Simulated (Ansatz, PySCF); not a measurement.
Scan of F2S, singlet: symmetric bend, bond length relaxed. Scanned: F-S-F angle. Other coordinates (S-F bond length) were minimised at B3LYP/def2-TZVP.

Levels of theory: RKS-PBE/cc-pVTZ = restricted PBE/cc-pVTZ (Ansatz, a quantum-chemistry and plane-wave program); CAM-B3LYP/cc-pVTZ (PySCF); MP2 on RHF/cc-pVTZ, 7 core orbitals frozen (PySCF).

Energies relative to the lowest point of each profile, in kJ/mol; the last columns give the difference from MP2:

```csv
a / °,RKS-PBE/cc-pVTZ,CAM-B3LYP,MP2,RKS-PBE/cc-pVTZ − MP2,CAM-B3LYP − MP2
180,202.0,0.0,0.0,202.0,0.0
170,193.4,11.3,11.3,182.0,-0.1
160,170.0,45.8,46.0,124.0,-0.2
150,137.0,105.2,105.5,31.6,-0.3
140,100.0,189.9,190.2,-90.2,-0.2
130,63.8,298.3,297.9,-234.1,0.4
120,32.3,423.8,421.7,-389.4,2.1
110,9.5,—,549.5,-540.0,—
100,0.0,—,668.3,-668.3,—
90,10.0,—,766.6,-756.6,—
80,49.8,—,840.3,-790.5,—
```

RKS-PBE/cc-pVTZ is furthest from MP2 at 80 (-790.5 kJ/mol, below); its mean absolute difference over the points is 364.4 kJ/mol.

CAM-B3LYP is furthest from MP2 at 120 (2.1 kJ/mol, above); its mean absolute difference over the points is 0.5 kJ/mol.

Dashes: no converged value, or the column stops at the first point that the program doubted or that broke a chosen test of continuity, which isn't proof of a fault.
